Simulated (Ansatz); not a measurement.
`O[SiH](Cl)Cl` + `O[SiH2]O` → `O[SiH2]O[SiH](Cl)Cl` + H₂O  (ligand exchange at the Si–O bond)

Isolated molecules relaxed with PBE0-D4/def2-TZVP in Ansatz; ΔE leaves out vibrations. CCSD(T)/CBS adds triple-zeta CCSD(T) − MP2 to the extrapolated MP2 energy (def2 sets, frozen cores). This one scheme is used for every species. Functionals use def2-TZVPP. One conformer a species, not always the lowest.

`O[SiH](Cl)Cl`:

Z-matrix (Å, degrees):
```
Si
Cl 1 2.042
Cl 1 2.041 2 107.4
O 1 1.621 2 111.2 3 -121.9
H 1 1.467 2 109.8 3 119.4
H 4 0.959 1 119.4 2 59.9
```

`O[SiH2]O`:

Z-matrix (Å, degrees):
```
Si
O 1 1.642
O 1 1.642 2 113.5
H 1 1.481 2 111.5 3 116.9
H 1 1.481 2 103.8 3 -121.2
H 2 0.958 1 117.7 3 -66.0
H 3 0.958 1 117.7 2 -66.0
```

`O[SiH2]O[SiH](Cl)Cl`:

Z-matrix (Å, degrees):
```
Si
O 1 1.649
O 1 1.632 2 111.4
H 1 1.483 2 107.3 3 -122.2
H 1 1.474 2 107.3 3 116.1
Si 2 1.607 1 143.4 3 64.9
H 3 0.959 1 118.3 2 -67.7
Cl 6 2.050 2 109.4 1 -27.3
Cl 6 2.035 2 110.4 1 91.7
H 6 1.468 2 110.8 1 -147.4
```

H₂O:

Z-matrix (Å, degrees):
```
O
H 1 0.960
H 1 0.960 2 105.1
```

```json
{"level": "r2SCAN-D4", "ΔE (eV)": "-0.15"}
{"level": "HF/def2-TZVPP", "ΔE (eV)": "-0.17"}
```

**Question.** What does CCSD(T)/CBS give? (Best estimate.)

**Answer.** Computed: -0.22 eV. The listed levels differ from it by 0.07, 0.05 eV.

Largest T1 diagnostic among the species: 0.011.

From PBE to PBE0 (25 % exact exchange), in def2-TZVPP and without D4, ΔE moves by −0.04 eV. The D4 term adds −0.11 eV with B3LYP and −0.07 eV with PBE0; it sums over pairs of atoms, weighted by their polarisabilities, and B3LYP, whose exchange is more repulsive, gets the larger term.

B3LYP here is the variant with VWN-RPA as its local correlation; programs differ in this.
